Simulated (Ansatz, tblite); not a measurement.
Spin states of Cs₂F₂, each relaxed with PBE0-D4/def2-TZVP in Ansatz. Electronic energies in the gas phase.

In the def2 sets Cs takes a core potential; there is no spin–orbit coupling. The xTB rows come from tblite. Correlated methods freeze 2 core orbitals; core or outer-core shells of Cs are correlated, in sets that lack core-valence functions. In CCSD on the charge 0 triplet the largest single amplitude is 0.18, so its Hartree–Fock determinant may place the open shell otherwise than the density functionals do. HOMO above LUMO, or a gap near zero within one spin, warns that the state may not be the lowest or that an electron is smeared out. In the triplet, F3 and F4 lie 1.95 Å apart (atoms count from 1), so these atoms are partly bonded to each other. In the quintet geometry the species has come apart into loosely held pieces. The structure comes from a short search, and lower isomers may exist.

Singlet geometry (D2h within 0.1 Å):

```xyz
4

Cs    1.022    0.801   -1.573
Cs   -1.022   -0.798    1.574
F     1.415   -0.315    0.760
F    -1.415    0.313   -0.760
```

Triplet geometry:

Cartesian coordinates in Å:
```
Cs 1.376 1.935 -0.154
Cs -2.134 -0.994 -0.340
F 0.114 -0.210 1.149
F 0.644 -0.730 -0.655
```

Quintet geometry (D2h within 0.1 Å):

```xyz
4

Cs    2.015   -2.020    1.134
Cs   -2.008    2.025   -1.136
F    -0.193    1.397    2.832
F     0.186   -1.403   -2.830
```

⟨S²⟩: triplet 2.01 at PBE0-D4/def2-TZVP (pure 2.00), quintet 6.00 at PBE0-D4/def2-TZVP (pure 6.00).

Only these spin states were relaxed. The quintet has fallen apart into loose fragments. The quintet has other bonds than the singlet, so the gap mixes isomer and spin.

| level | triplet − singlet (kcal/mol) | quintet − singlet (kcal/mol) | lowest of these | remarks |
| --- | --- | --- | --- | --- |
| HF/def2-TZVPP | 100.6 | 187.0 | singlet | – |
| LDA (SPW92)/def2-TZVP | 107.6 | 313.9 | singlet | gap within one spin near zero (quintet) |
| PBE-D4/def2-TZVP | 101.0 | 276.0 | singlet | – |
| B97M-V/def2-TZVP | 98.6 | 265.8 | singlet | – |
| ωB97X-V/def2-TZVP | 114.7 | 282.4 | singlet | – |
| RPA@PBE/def2-TZVP | 94.7 | 240.4 | singlet | – |
| MP2/def2-TZVPP | 132.9 | 279.5 | singlet | – |
| CCSD(T)/def2-TZVPP | 116.0 | 264.7 | singlet | – |

Q: Estimate the rows for GFN1-xTB, GFN2-xTB, HF/def2-TZVP, revPBE-D4/def2-TZVP, r2SCAN-D4/def2-TZVP, PBE0-D4/def2-TZVP, MP2/def2-TZVP, CCSD/def2-TZVPP.

A: 
```csv
level,triplet − singlet (kcal/mol),quintet − singlet (kcal/mol),lowest of these
GFN1-xTB,51.2,267.1,singlet
GFN2-xTB,98.1,266.3,singlet
HF/def2-TZVP,99.7,185.6,singlet
revPBE-D4/def2-TZVP,99.2,265.0,singlet
r2SCAN-D4/def2-TZVP,104.8,276.8,singlet
PBE0-D4/def2-TZVP,106.5,263.6,singlet
MP2/def2-TZVP,131.0,276.3,singlet
CCSD/def2-TZVPP,117.0,259.9,singlet
```

The xTB methods have no spin-polarisation term.
